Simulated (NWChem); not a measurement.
# MgNH₂I; SMILES [NH2][Mg][I]

```xyz
5

Mg     0.0000     0.0000     1.5916
I      0.0000     0.0000    -0.9729
N      0.0000     0.0000     3.4728
H      0.0000    -0.8168     4.0768
H      0.0000     0.8168     4.0768
```
Atoms are numbered in this order, from 1.

Geometry: optimised at PBE0/def2-SVP. Not confirmed as a minimum by frequencies. def2 effective core potentials on I; no spin-orbit coupling.

Symmetry labels are those of C2v in the frame above (b1 and b2, or b-type labels, depend on it).

**Question.** List the 4 lowest vertical singlet excitations from PBE0/def2-SVPD with def2 effective core potentials on I, TDA (NWChem).

**Answer.** 
```
state  energy (eV)  oscillator strength  symmetry  leading excitation (squared amplitude)
-----  -----------  -------------------  --------  --------------------------------------
S1            4.01                0.033        b1                      HOMO → LUMO (0.99)
S2            4.94                0.049        b2                    HOMO−2 → LUMO (0.99)
S3            4.95                0.060        b1                    HOMO−1 → LUMO (0.99)
S4            5.01                0.000        a2                    HOMO → LUMO+1 (0.98)
```
